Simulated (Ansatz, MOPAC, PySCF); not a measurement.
Noncovalent pair: stibine (SMILES [SbH3]) (first 4 atoms) with C2H4 (SMILES C=C); geometry from B3LYP-D3(BJ)/def2-TZVP, rigid monomers moved along the line of their centres of mass till Sb1···C6 is 3.27 Å.
(charge 0, multiplicity 1):
```tsv
atom	x (Å)	y (Å)	z (Å)
Sb	0.6126	-0.1406	0.6466
H	1.1955	0.4873	-0.8452
H	1.9767	0.4665	1.4844
H	-0.2803	1.2875	0.9520
C	-0.0395	0.5431	3.9014
C	-0.1930	-0.7654	3.7564
H	0.9255	0.9824	4.1227
H	-0.8715	1.2289	3.7980
H	-1.1570	-1.2052	3.5315
H	0.6396	-1.4511	3.8575
```

Monomers are frozen at their geometry in the pair; levels with a basis set take the counterpoise correction. Rows marked so take none.

Cores are frozen in the correlated methods. Filled d and f shells under p-block atoms count as core. Rows in 3-21G carry no dispersion term and start afresh at each structure; the Pople sets are all-electron and without relativity. The state reached by AM1, PM7 isn't checked; PM7 holds dispersion and hydrogen-bond terms.

Run with Ansatz (a program for electronic structure); MOPAC for AM1, PM7 (differences of heats of formation); PySCF for 3-21G rows, the dispersion terms. Each number belongs to the level named beside it. In def2 rows elements past Kr take small-core potentials, without spin–orbit coupling.

| level | interaction energy (meV) |
|---|---|
| AM1 | 35.9 |
| PM7 | 165.1 |
| HF/3-21G (no counterpoise) | 65.4 |
| PBE/def2-TZVPPD | 23.5 |
| r2SCAN-D3(BJ)/def2-TZVPPD | -42.1 |
| B3LYP-D3(BJ)/def2-TZVPPD | -57.9 |
| PBE0-D4/def2-TZVPPD | -60.5 |
| MP2/def2-TZVPPD | -29.7 |
| SCS-MP2/def2-SVPD | [?] |

Problem. What belongs in the gaps?

Solution. 
- SCS-MP2/def2-SVPD, interaction energy (meV): 48.4
